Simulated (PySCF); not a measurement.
A structure optimised at PBE-D3(BJ)/def2-SVP, used in a PySCF frequency run:

```xyz
11

C     -0.5951    -2.1016     0.0000
Si    -0.1099    -0.2920     0.0000
Si     2.1899     0.1683     0.0000
Cl    -0.9268     0.6160    -1.6978
Cl    -0.9268     0.6160     1.6978
H     -0.1946    -2.6054    -0.9026
H     -1.6995    -2.1968     0.0000
H     -0.1946    -2.6054     0.9026
H      2.3907     1.6573     0.0000
H      2.8306    -0.4261     1.2257
H      2.8306    -0.4261    -1.2257
```
Charge 0, spin multiplicity 1.

Task: Write its SMILES, formula and point group.

Result: C[Si]([SiH3])(Cl)Cl, CH6Cl2Si2, Cs

Task: What are its rotational constants (standard atomic weights)?

Result: 1.6150, 1.5364, 1.1643 GHz
